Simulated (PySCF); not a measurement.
BaCl₂, SMILES [Cl][Ba][Cl]. Heavy atoms are numbered as in [Ba:1]([Cl:2])[Cl:3].

The structure is a stationary point at B3LYP-D3(BJ)/def2-TZVP. The isomer is the one that the SMILES or the coordinates give; other isomers of the formula were not compared. The def2 effective core potentials stand for the cores of Ba; spin–orbit coupling is left out.

Method: HF/def2-TZVPD in PySCF.

Mulliken values depend strongly on the basis, most of all with diffuse functions as here. ESP charges are fitted to the potential on shells at 1.4 to 2.0 van der Waals radii. Atomic charges (e), one atom of each kind:

```tsv
atom	ESP fit	Mulliken
Ba1	(withheld)	1.77
Cl2	(withheld)	-0.88
```

**Question.** What belongs in the gaps? (The exact figures need the calculation; the answer reports its results.)

**Answer.** 
- Ba1, ESP fit: 1.33
- Cl2, ESP fit: -0.67
